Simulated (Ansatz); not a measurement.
C$_{2}$H$_{7}$GeN, SMILES `C=[C](N)[GeH3]`. The species carries charge 0 and has multiplicity 1.

Z-matrix (Å, degrees):
```
Ge
C 1 1.951
H 1 1.538 2 110.7
H 1 1.533 2 109.0 3 121.4
H 1 1.543 2 109.2 3 -118.6
N 2 1.385 1 115.9 3 65.4
C 2 1.337 1 119.7 3 -109.7
H 6 1.010 2 115.6 1 170.2
H 6 1.007 2 116.5 1 34.9
H 7 1.081 2 121.2 1 -0.7
H 7 1.088 2 121.7 1 178.4
```

(1) List the harmonic frequencies (cm⁻¹, unscaled) at PBE0-D4/def2-TZVP in Ansatz. (An estimate is asked.)

(2) Is this a minimum?

(3) Give the ideal-gas thermochemistry at 298.15 K and 1 bar (rigid rotor, harmonic oscillator; point group C1, symmetry number 1).

(4) And at 400, 500, 600, 800 and 1000 K?

Results:

(1) Ansatz gave: 95, 232, 307, 326, 393, 566, 581, 593, 636, 740, 828, 839, 873, 889, 1005, 1122, 1318, 1440, 1654, 1681, 2131, 2152, 2177, 3138, 3249, 3564, 3674.

(2) Yes, all 27 modes are real.

(3) Zero-point energy 216.5 kJ/mol; H(298) − E = 235.5 kJ/mol; entropy 327.8 J/(mol·K), of which translation 168.3, rotation 109.1, vibration 50.4; G(298) − E = 137.8 kJ/mol. Modes under 100 cm⁻¹ are hindered rotations or soft bends, so the harmonic entropy is rough.

(4) 
| T (K) | H − E (kJ/mol) | S (J/mol/K) | G − E (kJ/mol) |
| --- | --- | --- | --- |
| 400 | 247.2 | 361.4 | 102.7 |
| 500 | 260.7 | 391.4 | 65.0 |
| 600 | 275.8 | 418.9 | 24.5 |
| 800 | 309.8 | 467.7 | -64.3 |
| 1000 | 347.6 | 509.8 | -162.2 |
